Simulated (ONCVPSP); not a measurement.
**W (Z = 74): variants of one ONCV potential**

Base potential:

```json
{
  "Element": "W (Z = 74)",
  "Generator": "ONCVPSP 4.0.1",
  "Type": "optimised norm-conserving Vanderbilt (ONCV)",
  "Functional": "LDA (Perdew-Wang 92)",
  "Relativity": "scalar-relativistic",
  "Frozen core": "[Kr] 4d10 4f14",
  "Valence charge": "14",
  "Reference configuration": "5s2 5p6 5d4 (charge +2)",
  "Partial waves": "5s: rc 1.80 bohr, ncon 4, nbas 7, qcut 7.3 1/bohr, 3 projectors, debl 1.1 Ha; 5p: rc 1.20 bohr, ncon 3, nbas 6, qcut 5.5 1/bohr, 2 projectors, debl 2.6 Ha; 5d: rc 2.25 bohr, ncon 5, nbas 9, qcut 7.3 1/bohr, 2 projectors, debl 3.4 Ha",
  "Local potential": "polynomial inside 0.80 bohr (lpopt 5, dvloc0 3 Ha)",
  "Core correction": "none"
}
```

In the s channel the program set the typed energies aside and used -3.510, 0.050, 1.150 Ha.

All-electron outer shells of the reference configuration (LDA (PZ), scalar-relativistic, ld1.x):

```csv
shell,level (eV),outermost node (bohr),outermost maximum (bohr)
5p,-59.58,0.57,1.09
4f,-49.69,–,0.43
5d,-20.20,0.63,1.49
```

Cutoffs, loose and tight: the cutoffs (Ha) at which the residual kinetic energy of the hardest occupied pseudo-wave falls to 1 and 0.1 mHa per electron. They do not see the model core or the augmentation charge, which bear on the density cutoff. Test errors are all-electron minus pseudo excitation energies from the reference, over the configurations 5s2 5p6 5d4 6s2; 5s2 5p6 5d4 6s1; 5s2 5p6 5d3; 5s2 5p6 5d5. A dash means not determined; rows that change the core or the reference have their own tests.

1 further variants are left out, since the program set their typed debl aside.

A true bound ghost makes a file unfit for plane-wave use even where its test errors are small: the radial tests pick states by their node count and pass the ghost by.

| change | outcome | cutoff, loose | cutoff, tight | bound ghosts | GHOST(+) flags above zero | largest test error (meV) |
| --- | --- | --- | --- | --- | --- | --- |
| base | generated, projector energies reset by the program | – | – | s | p | +11 |
| s: rc 2.2 | generated, projector energies reset by the program | – | – | s | p | +7.9 |
| all radii scaled by about 1.26 (s 2.26, p 1.52, d 2.84 bohr); local potential polynomial inside 1.00 bohr (lpopt 5, dvloc0 3 Ha) | generated, projector energies reset by the program | 13 Ha | 49 Ha | none | s, p, d | +8.5 |
| p: rc 1.76 | generated, projector energies reset by the program | 18 Ha | 21 Ha | s | p | +11 |
| p: qcut 6.4 | generated, projector energies reset by the program | 68 Ha | 111 Ha | s | p | +11 |
| s: ncon 5, nbas 8 | generated, projector energies reset by the program | – | – | s | p | +13 |
| local potential polynomial inside 1.05 bohr (lpopt 3, dvloc0 0 Ha) | generated, projector energies reset by the program | – | – | none | s | +11 |
| local potential polynomial inside 0.80 bohr (lpopt 5, dvloc0 9.5 Ha) | generated, projector energies reset by the program | – | – | none | s, p | +11 |
| reference 5s2 5p6 5d4 6s1; wave 5s: rc 1.80 bohr, ncon 4, nbas 7, qcut 7.3 1/bohr, 3 projectors, debl 1.1 Ha becomes 5s+6s: rc 1.80 bohr, ncon 4, nbas 7, qcut 7.3 1/bohr, 3 projectors, debl 1.1 Ha | generated | – | – | s | p | -12 |
| core correction Teter function, fcfact 5.5, rcfact 1.05 | generated, projector energies reset by the program | – | – | s | p | -7.8 |
